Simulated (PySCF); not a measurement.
A small calculation by hand: chemical shift, span and skew from a shielding tensor

B(Cl)2(Me) (CH₃BCl₂), SMILES ClB(Cl)C. Atoms are numbered in the order given.

```xyz
7

B     -0.2185     0.1848    -0.1616
Cl     1.4994     0.2962    -0.5077
Cl    -0.7173    -0.8991     1.1268
C     -1.2679     0.9805    -1.0017
H     -2.1823     1.1987    -0.4312
H     -1.5616     0.3370    -1.8519
H     -0.8520     1.9063    -1.4248
```
Charge 0, spin multiplicity 1.

Geometry optimised at ωB97X-D3(BJ)/def2-SVP.

GIAO shieldings from PBE0/pcSseg-1 in PySCF, non-relativistic, no solvent. The symmetric part of the tensor of C4 has the principal values 152.4, 161.6, 189.7 ppm. The same nucleus in TMS has σ = 186.3 ppm at this level (PySCF, at its B3LYP-D3(BJ)/def2-TZVP geometry). Without spin–orbit terms, shifts of atoms bonded to Cl or Br come out too high.

Problem. Work out the isotropic shielding, the ¹³C shift against TMS, the span and the skew.

Solution. 
σ(iso) = (σ11 + σ22 + σ33)/3 = 167.9 ppm. δ = σ(ref) − σ(iso) = 186.3 − (167.9) = 18.4 ppm.
Span Ω = σ33 − σ11 = 37.3 ppm. Skew κ = 3(σ(iso) − σ22)/Ω = 0.51. Tumbling in solution averages the tensor to δ; in a static solid the shielding alone would spread this spin-1/2 line over Ω.
